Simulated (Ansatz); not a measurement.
Steps of a relaxation of C$_{2}$H$_{7}$ClO$_{2}$Si$_{2}$ (`C=C[Si](O)(Cl)O[SiH3]`) with RKS PBE0-D4/def2-TZVP.

```sh
$ ansatz run in.yaml --threads 2 --pin off --events-out ev --progress --plain --max-ram 31744MiB --backend cuda --devices 0, --max-vram 18GiB
```

```yaml
crystal:
  periodic: [false, false, false]
  atoms:
    - {symbol: C, position_ang: [0.236800, 2.103870, -0.443840]}
    - {symbol: C, position_ang: [0.123660, 1.607980, 0.777380]}
    - {symbol: Si, position_ang: [0.022000, -0.221170, 1.175910]}
    - {symbol: O, position_ang: [-1.212810, -0.394780, 2.207320]}
    - {symbol: Cl, position_ang: [1.730240, -0.905210, 2.010810]}
    - {symbol: O, position_ang: [-0.238550, -1.128590, -0.135570]}
    - {symbol: Si, position_ang: [-0.004730, -1.593590, -1.675150]}
    - {symbol: H, position_ang: [0.300110, 3.163960, -0.634180]}
    - {symbol: H, position_ang: [0.266930, 1.462970, -1.310980]}
    - {symbol: H, position_ang: [0.095050, 2.290530, 1.616460]}
    - {symbol: H, position_ang: [-1.450100, -1.236830, 2.588880]}
    - {symbol: H, position_ang: [1.329280, -1.168920, -2.097530]}
    - {symbol: H, position_ang: [-1.052630, -0.934560, -2.451740]}
    - {symbol: H, position_ang: [-0.145240, -3.045660, -1.627770]}
basis:
  gaussian: {orbitals: def2-TZVP}
hamiltonian: {xc: pbe0, dispersion: d4}
relax: {f_tol: 0.005, max_steps: 150}
```

Positions (Å) and forces (eV/Å) along the path, 10 of 77 steps:

```xyz
14
step=1 energy=-34550.9488 eV
C     0.237    2.104   -0.444   -0.015   -0.116   -0.061
C     0.124    1.608    0.777    0.039   -0.813    0.409
Si    0.022   -0.221    1.176   -0.608    0.609   -0.653
O    -1.213   -0.395    2.207   -0.176    0.264    0.216
Cl    1.730   -0.905    2.011    0.597   -0.138    0.329
O    -0.239   -1.129   -0.136    0.027    0.347    0.445
Si   -0.005   -1.594   -1.675   -0.130    0.091    0.620
H     0.300    3.164   -0.634    0.003    0.242   -0.037
H     0.267    1.463   -1.311    0.020   -0.118   -0.266
H     0.095    2.291    1.616    0.007    0.156    0.174
H    -1.450   -1.237    2.589    0.083   -0.154    0.001
H     1.329   -1.169   -2.098    0.373    0.040   -0.316
H    -1.053   -0.935   -2.452   -0.224    0.058   -0.496
H    -0.145   -3.046   -1.628    0.004   -0.468   -0.364
14
step=26 energy=-34551.0825 eV
C     0.001    2.306   -0.319    0.003    0.008   -0.006
C     0.160    1.687    0.847    0.007    0.001    0.003
Si   -0.037   -0.129    1.040   -0.026    0.021   -0.008
O    -1.173   -0.405    2.171    0.012   -0.009   -0.007
Cl    1.730   -0.983    1.679    0.006   -0.004   -0.002
O    -0.420   -0.813   -0.377    0.026   -0.009   -0.009
Si    0.068   -1.746   -1.635   -0.023    0.001    0.034
H     0.122    3.381   -0.420   -0.002   -0.020   -0.010
H    -0.262    1.765   -1.224    0.003    0.009    0.024
H     0.423    2.277    1.722   -0.011   -0.017   -0.008
H    -1.219   -1.276    2.569   -0.003    0.006   -0.001
H     1.549   -1.789   -1.707    0.005    0.001   -0.001
H    -0.478   -1.152   -2.880   -0.002    0.003   -0.009
H    -0.465   -3.122   -1.466    0.005    0.011   -0.001
14
step=39 energy=-34551.0837 eV
C     0.025    2.385   -0.269   -0.022   -0.004    0.010
C     0.136    1.726    0.881    0.013    0.009   -0.008
Si   -0.024   -0.099    0.990   -0.002   -0.006   -0.017
O    -1.174   -0.452    2.086    0.002    0.000   -0.006
Cl    1.745   -0.954    1.626   -0.005   -0.001    0.000
O    -0.356   -0.714   -0.471    0.020   -0.034   -0.021
Si    0.056   -1.804   -1.629   -0.032    0.021    0.042
H     0.120    3.465   -0.326    0.011   -0.005    0.001
H    -0.175    1.868   -1.202    0.003    0.003   -0.004
H     0.334    2.285    1.792   -0.006    0.000    0.002
H    -1.190   -1.331    2.467    0.001   -0.001    0.001
H     1.531   -1.890   -1.757    0.005    0.000   -0.003
H    -0.536   -1.343   -2.908    0.002   -0.002    0.008
H    -0.492   -3.140   -1.278    0.009    0.019   -0.004
14
step=40 energy=-34551.0839 eV
C     0.028    2.389   -0.265   -0.009    0.001    0.013
C     0.137    1.728    0.883    0.003    0.010   -0.012
Si   -0.023   -0.097    0.987    0.003   -0.015   -0.012
O    -1.179   -0.454    2.075   -0.002    0.001   -0.004
Cl    1.742   -0.954    1.632   -0.005    0.002   -0.001
O    -0.345   -0.709   -0.477    0.008   -0.016   -0.008
Si    0.056   -1.807   -1.628   -0.018    0.009    0.022
H     0.124    3.470   -0.319    0.004   -0.002    0.002
H    -0.170    1.875   -1.200    0.004   -0.003   -0.007
H     0.331    2.285    1.797    0.000    0.000    0.004
H    -1.196   -1.334    2.454    0.002   -0.001    0.001
H     1.530   -1.887   -1.777    0.000   -0.001   -0.001
H    -0.556   -1.363   -2.904    0.003   -0.003    0.009
H    -0.479   -3.143   -1.258    0.009    0.016   -0.004
14
step=42 energy=-34551.0843 eV
C     0.039    2.410   -0.251    0.006    0.005    0.002
C     0.136    1.735    0.891   -0.005    0.001   -0.006
Si   -0.021   -0.091    0.974    0.003   -0.008    0.006
O    -1.192   -0.462    2.041    0.000    0.001   -0.002
Cl    1.735   -0.954    1.637   -0.002    0.002   -0.001
O    -0.319   -0.688   -0.501   -0.010    0.017    0.006
Si    0.055   -1.821   -1.626    0.009   -0.017   -0.033
H     0.134    3.491   -0.290   -0.002   -0.001   -0.002
H    -0.144    1.907   -1.196    0.001   -0.003    0.007
H     0.317    2.282    1.813    0.000   -0.003   -0.001
H    -1.206   -1.343    2.419    0.003    0.001    0.000
H     1.524   -1.882   -1.829   -0.021   -0.002    0.004
H    -0.612   -1.432   -2.893    0.009   -0.006    0.023
H    -0.443   -3.151   -1.189    0.009    0.013   -0.003
14
step=55 energy=-34551.0849 eV
C     0.076    2.435   -0.230    0.005    0.002    0.003
C     0.128    1.741    0.903   -0.001    0.008   -0.006
Si   -0.035   -0.085    0.951    0.004   -0.009    0.000
O    -1.223   -0.474    1.992   -0.004    0.002    0.002
Cl    1.707   -0.967    1.627   -0.002    0.000    0.000
O    -0.307   -0.651   -0.542   -0.004    0.005    0.003
Si    0.053   -1.834   -1.621    0.004   -0.011   -0.010
H     0.176    3.516   -0.248   -0.002    0.000   -0.001
H    -0.071    1.948   -1.189   -0.002   -0.002    0.001
H     0.276    2.273    1.840    0.000   -0.002    0.003
H    -1.231   -1.354    2.371    0.002    0.000   -0.001
H     1.503   -1.818   -1.938   -0.010    0.000    0.002
H    -0.734   -1.571   -2.850    0.006   -0.002    0.009
H    -0.318   -3.161   -1.065    0.003    0.009   -0.004
14
step=56 energy=-34551.0849 eV
C     0.080    2.435   -0.229    0.007   -0.001    0.001
C     0.129    1.741    0.904   -0.002    0.004   -0.003
Si   -0.037   -0.085    0.950    0.002   -0.004   -0.001
O    -1.227   -0.473    1.990   -0.004    0.002    0.002
Cl    1.703   -0.970    1.628   -0.001    0.000    0.000
O    -0.308   -0.650   -0.544   -0.004    0.004    0.003
Si    0.053   -1.834   -1.621    0.003   -0.009   -0.008
H     0.182    3.517   -0.247   -0.003    0.000    0.000
H    -0.066    1.948   -1.188   -0.002    0.000    0.001
H     0.275    2.272    1.842    0.001   -0.002    0.001
H    -1.236   -1.353    2.368    0.002    0.000   -0.001
H     1.500   -1.806   -1.951   -0.010    0.000    0.002
H    -0.747   -1.582   -2.844    0.006   -0.003    0.009
H    -0.300   -3.163   -1.057    0.003    0.009   -0.005
14
step=61 energy=-34551.0849 eV
C     0.090    2.433   -0.229    0.000    0.001   -0.002
C     0.133    1.738    0.904    0.000   -0.005    0.003
Si   -0.046   -0.087    0.950    0.001    0.002    0.003
O    -1.241   -0.465    1.988    0.003   -0.002   -0.002
Cl    1.686   -0.985    1.631    0.000    0.000    0.000
O    -0.319   -0.650   -0.544   -0.004   -0.004   -0.004
Si    0.056   -1.830   -1.622    0.002    0.008    0.008
H     0.199    3.513   -0.247    0.000    0.001    0.001
H    -0.059    1.946   -1.188    0.000    0.000   -0.002
H     0.282    2.267    1.842    0.000    0.003    0.000
H    -1.253   -1.345    2.369   -0.002    0.001    0.000
H     1.493   -1.757   -1.983    0.005    0.000   -0.001
H    -0.778   -1.612   -2.827   -0.004    0.001   -0.006
H    -0.242   -3.165   -1.043   -0.001   -0.006    0.003
14
step=70 energy=-34551.0850 eV
C     0.095    2.421   -0.235    0.001    0.000    0.000
C     0.143    1.731    0.900    0.001   -0.001    0.001
Si   -0.059   -0.092    0.956   -0.003    0.000   -0.006
O    -1.249   -0.450    2.005    0.000    0.000    0.002
Cl    1.669   -1.007    1.624    0.001    0.000    0.000
O    -0.353   -0.661   -0.533    0.004   -0.003    0.005
Si    0.060   -1.820   -1.621    0.000    0.002    0.001
H     0.217    3.500   -0.259    0.001    0.000   -0.001
H    -0.071    1.933   -1.190   -0.002    0.001    0.000
H     0.311    2.262    1.835   -0.002    0.000   -0.001
H    -1.282   -1.333    2.377    0.001    0.002   -0.002
H     1.491   -1.689   -1.993   -0.001    0.000    0.000
H    -0.790   -1.626   -2.819   -0.001    0.000   -0.001
H    -0.181   -3.169   -1.049    0.000    0.001    0.000
14
step=77 energy=-34551.0851 eV
C     0.098    2.410   -0.241   -0.001   -0.001   -0.001
C     0.147    1.725    0.897    0.002    0.004   -0.003
Si   -0.066   -0.096    0.962    0.001    0.003    0.005
O    -1.251   -0.439    2.022   -0.001   -0.003   -0.002
Cl    1.662   -1.018    1.624   -0.001    0.000    0.000
O    -0.373   -0.674   -0.520    0.001   -0.004   -0.001
Si    0.063   -1.811   -1.621   -0.003   -0.001   -0.003
H     0.227    3.488   -0.270    0.001   -0.001    0.000
H    -0.079    1.920   -1.193   -0.001    0.000    0.003
H     0.325    2.260    1.828   -0.002   -0.002    0.000
H    -1.299   -1.325    2.385    0.000    0.002    0.000
H     1.490   -1.648   -1.993    0.000    0.000    0.000
H    -0.793   -1.621   -2.816    0.001    0.000    0.002
H    -0.151   -3.171   -1.064    0.000    0.002   -0.001
```

It took 100 s on 2 threads of an AMD EPYC 7R13 on a shared host and a share of an NVIDIA H100 80 GB, with 0.95 GiB of host memory at the peak.
